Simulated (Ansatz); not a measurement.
`[NH2][Al]([F])[Br]` + H₂S → `[NH2][Al]([F])[SH]` + HBr at 400 K and 1 bar (ligand exchange at the Al–Br bond).

Gas-phase electronic energies from Ansatz, PBE0-D4/def2-TZVP geometries. CBS: MP2 limit from def2 TZ/QZ plus the TZ coupled-cluster correction, frozen cores. This one scheme is used for every species. For Br outer-core shells are correlated without core-valence functions, which leaves a few kJ/mol of doubt a bond. Scalar relativity is left out up to krypton. One conformer a species, not always the lowest.

```
             species  CCSD(T)/CBS energy (Eh)  H − E (kJ/mol)  S (J/(mol·K))
`[NH2][Al]([F])[Br]`              -2971.22802           104.6          354.5
                 H₂S               -398.97279            53.4          215.9
`[NH2][Al]([F])[SH]`               -796.26217           129.0          360.0
                 HBr              -2573.91920            27.6          207.2
```

H − E and S are ideal-gas, rigid-rotor, harmonic terms from PBE0-D4/def2-TZVP, for one conformer and one mirror image of each species. 1 Eh = 2625.50 kJ/mol, R = 8.31446 J/(mol·K).

Problem. By hand: ΔE, ΔH, ΔS and ΔG.

Solution. ΔE = (-796.26217) + (-2573.91920) − (-2971.22802) − (-398.97279) = 0.01944 Eh = 51.0 kJ/mol. Δ(H − E) = 129.0 + 27.6 − 104.6 − 53.4 = -1.4, so ΔH = 49.6 kJ/mol. ΔS = 360.0 + 207.2 − 354.5 − 215.9 = -3.2 J/(mol·K). ΔG = 49.6 − 400 × (-3.2)/1000 = 50.9 kJ/mol.

Problem. By hand: the equilibrium constant, and the temperature at which ΔG would vanish if ΔH and ΔS stayed fixed.

Solution. log₁₀ K = −ΔG/(RT ln 10) = -6.6. ΔH and −TΔS have one sign here, so there is no such temperature.

The number of gas molecules stays the same, so ΔS is small and ΔH decides. A doubt of 5 kJ/mol in ΔE shifts log₁₀ K by 0.7 here. Other conformers and mirror images would add mixing entropy, several J/(mol·K) or more a flexible species. These are equilibria of isolated gas molecules and say nothing of rates. Largest T1 diagnostic: 0.011 (customary marks: 0.02 for closed shells, 0.045 for open ones).

ΔS is within the doubt of such terms, so its sign, and with it that verdict, could turn.
